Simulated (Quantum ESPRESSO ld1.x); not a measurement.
Task: These are the eigenvalues of the occupied orbitals of an atom or ion with whole-number occupations (eV). Calculated with ld1.x of Quantum ESPRESSO 7.5: Dirac Kohn-Sham, LDA (Slater exchange, Perdew-Zunger correlation), spin-unpolarised, spherical densities, point nucleus.

1s1/2: -4762.10

Which element is it, and in what charge state? The configuration may be excited. Open shells, if any, are shared by 2j + 1.

Result: Z = 19, potassium, charge +18: K18+ in 1s1. The 1s level, -175 hartree, gives Z - s = 18.7 by -(Z - s)^2/2, which with screening and relativity narrows Z to a few neighbours, and the depths must fix Z and the occupations together.
